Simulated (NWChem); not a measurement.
## Correlation energy of CH2ClF

```
C
F 1 1.3524
H 1 1.0999 2 109.79
H 1 1.0999 3 111.47 2 -121.88
Cl 1 1.7918 3 107.34 4 -117.27
```
Charge 0, spin multiplicity 1.

All runs are NWChem calculations. All single points use one geometry, from B3LYP/def2-SVP, a minimum by its harmonic frequencies.

Basis set: def2-SVP. Each correlation energy counts from its own Hartree-Fock reference.

The correlated methods keep 7 core orbitals frozen. The structure started from a generated list of species. Coupled-cluster values serve here as a point of comparison, not as the truth.

```
method        correlation energy (mHa)
------------  ------------------------
MP2                         (withheld)
SCS-MP2                         -448.3
CR-CCSD[T]                  (withheld)
CR-CCSD(T)                      -494.1
CCSD                            -486.0
CCSD+T(CCSD)                    -496.9
CCSD(T)                         -496.2
```

Question: Some entries are withheld; supply them.

Answer: 
- MP2, correlation energy (mHa): -458.6
- CR-CCSD[T], correlation energy (mHa): -494.7
